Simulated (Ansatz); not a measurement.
The cluster CuAg₂, relaxed as a doublet with UKS PBE-D4/def2-TZVP in Ansatz, starting from the GFN2-xTB geometry. Force threshold 0.02 eV/Å.

In the def2 sets Ag takes a core potential; there is no spin–orbit coupling. The structure comes from a short search, and lower isomers may exist.

Start:

```xyz
3

Ag    2.279   -0.260    1.112
Ag   -2.277    0.261   -1.116
Cu   -0.002   -0.001    0.003
```

```json
{"step": "1", "energy (eV)": "-52635.5232", "largest force component (eV/Å)": "0.290", "SCF passes": "21"}
{"step": "2", "energy (eV)": "-52635.5476", "largest force component (eV/Å)": "0.112", "SCF passes": "23"}
{"step": "3", "energy (eV)": "-52635.5510", "largest force component (eV/Å)": "0.023", "SCF passes": "23"}
{"step": "4", "energy (eV)": "-52635.5512", "largest force component (eV/Å)": "0.002", "SCF passes": "23"}
{"step": "5", "energy (eV)": "-52635.5512", "largest force component (eV/Å)": "0.003", "SCF passes": "18"}
{"step": "6", "energy (eV)": "-52635.5512", "largest force component (eV/Å)": "0.004", "SCF passes": "18"}
{"step": "7", "energy (eV)": "-52635.5513", "largest force component (eV/Å)": "0.007", "SCF passes": "24"}
{"step": "8", "energy (eV)": "-52635.5516", "largest force component (eV/Å)": "0.015", "SCF passes": "25"}
{"step": "9", "energy (eV)": "-52635.5529", "largest force component (eV/Å)": "0.028", "SCF passes": "26"}
{"step": "10", "energy (eV)": "-52635.5638", "largest force component (eV/Å)": "0.058", "SCF passes": "34"}
{"step": "11", "energy (eV)": "-52635.5807", "largest force component (eV/Å)": "0.055", "SCF passes": "28"}
{"step": "12", "energy (eV)": "-52635.5939", "largest force component (eV/Å)": "0.104", "SCF passes": "28"}
{"step": "13", "energy (eV)": "-52635.5990", "largest force component (eV/Å)": "0.105", "SCF passes": "24"}
{"step": "14", "energy (eV)": "-52635.6039", "largest force component (eV/Å)": "0.049", "SCF passes": "23"}
{"step": "15", "energy (eV)": "-52635.6055", "largest force component (eV/Å)": "0.007", "SCF passes": "21"}
```

Force components are those of the run's own axes.

End:

```xyz
3

Ag    2.104   -0.130    0.590
Ag   -1.742    0.309   -1.290
Cu   -0.363   -0.179    0.700
```

By distances, no bond broke or formed. The bond that changes most is Ag2–Cu3, from 2.55 to 2.47 Å (atoms count from 1).

The force fell under the threshold at step 4, but the optimiser went on and released 0.054 eV more. No frequencies were taken in this run, so the end may be a saddle point.

Hardware: 4 threads of Intel Xeon on a shared host. Wall time 17 s.
